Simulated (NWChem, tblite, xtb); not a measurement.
## AlH2SBr (SMILES [SH][AlH][Br]): methods side by side

AlH2SBr has 5 atoms, charge 0, and is taken as a singlet. SMILES: `[SH][AlH][Br]`. The coordinates come from a PBE0-D4/def2-TZVP relaxation. This is one conformer, not always the lowest.

| atom | x (Å) | y (Å) | z (Å) |
| --- | --- | --- | --- |
| S | -1.6728 | -0.0065 | 0.2974 |
| Al | 0.4916 | 0.1256 | 0.3909 |
| Br | 1.6878 | -0.3585 | -1.4561 |
| H | -1.6667 | -0.3832 | -0.9935 |
| H | 1.2100 | 0.5488 | 1.7199 |

Each level gives the dipole moment (D). The values are calculated.

```json
{"level": "GFN1-xTB", "kind": "semi-empirical", "program": "tblite", "value (D)": "0.66"}
{"level": "IPEA1-xTB", "kind": "semi-empirical", "program": "tblite", "value (D)": "0.62"}
{"level": "GFN2-xTB", "kind": "semi-empirical", "program": "xtb", "value (D)": "1.64"}
{"level": "GFN0-xTB", "kind": "semi-empirical", "program": "xtb", "value (D)": "1.13"}
{"level": "HF/STO-3G", "kind": "Hartree–Fock", "program": "NWChem", "value (D)": "1.48"}
{"level": "HF/3-21G", "kind": "Hartree–Fock", "program": "NWChem", "value (D)": "0.70"}
{"level": "HF/pcseg-1", "kind": "Hartree–Fock", "program": "NWChem", "value (D)": "0.34"}
{"level": "HF/def2-SVP", "kind": "Hartree–Fock", "program": "NWChem", "value (D)": "0.14"}
{"level": "B3LYP/6-31G* (spherical functions)", "kind": "global hybrid", "program": "NWChem", "value (D)": "0.12"}
{"level": "B3LYP/6-31G* (Cartesian functions)", "kind": "global hybrid", "program": "NWChem", "value (D)": "0.12"}
```

All-electron rows without a relativistic Hamiltonian named are non-relativistic. The values span 0.12 to 1.64 D. Magnitudes only. Sets without polarisation functions give poor dipoles. Without the sets that lack polarisation functions the rows with a basis span only 0.12 to 0.34 D.
